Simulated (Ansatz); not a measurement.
Two isomers of C3H10OSi: A = `COC[SiH2]C`, B = `CCC[SiH2]O`.

Computed with Ansatz on PBE0-D4/def2-TZVP structures; ΔE is electronic, products minus reactants. CBS: MP2 limit from def2 TZ/QZ plus the TZ coupled-cluster correction, frozen cores. Functionals use def2-TZVPP. B3LYP here is the variant with VWN-RPA as its local correlation; programs differ in this. Each species was taken in one conformer, which may not be the lowest.

A:

```xyz
15

C    -0.439    0.888    1.907
O    -1.220    0.170    0.994
C    -1.052    0.608   -0.341
Si    0.590    0.084   -1.147
C     0.874   -1.744   -0.890
H    -0.662    0.500    2.902
H     0.637    0.773    1.716
H    -0.676    1.961    1.882
H    -1.194    1.698   -0.415
H    -1.864    0.151   -0.916
H     0.482    0.418   -2.597
H     1.739    0.861   -0.600
H     0.074   -2.329   -1.349
H     1.824   -2.064   -1.324
H     0.888   -1.976    0.178
```

B:

```xyz
15

C    -0.3396   -1.7124   -0.3639
C     0.8506   -0.7683   -0.4110
C     0.4774    0.6768   -0.7444
Si   -0.6041    1.5477    0.5110
O     0.0231    1.4480    2.0377
H    -1.0600   -1.4253    0.4075
H    -0.0245   -2.7374   -0.1557
H    -0.8759   -1.7153   -1.3169
H     1.5694   -1.1367   -1.1505
H     1.3777   -0.7928    0.5495
H    -0.0330    0.7219   -1.7157
H     1.3863    1.2798   -0.8532
H    -0.6643    2.9971    0.1963
H    -1.9885    0.9910    0.4954
H    -0.0946    0.6259    2.5139
```

(1) Which is lower in electronic energy at CCSD(T)/CBS, and by how much? (Estimate.)

(2) Give E(B) − E(A) in kJ/mol with B2PLYP, PBE0-D4, r2SCAN-D4, CCSD(T)/def2-TZVPP, PBE-D4, HF/def2-TZVPP, B3LYP-D4. (An estimate is asked.)

Largest T1 diagnostic: 0.011.

## Answers

(1) Computed: B, by 196.5 kJ/mol.

(2) The calculation gave: B2PLYP -189.0, PBE0-D4 -183.2, r2SCAN-D4 -185.2, CCSD(T)/def2-TZVPP -192.1, PBE-D4 -174.1, HF/def2-TZVPP -192.4, B3LYP-D4 -181.6. None reverses the order clearly.

From PBE to PBE0 (25 % exact exchange), in def2-TZVPP and without D4, E(B) − E(A) moves by −9.3 kJ/mol.
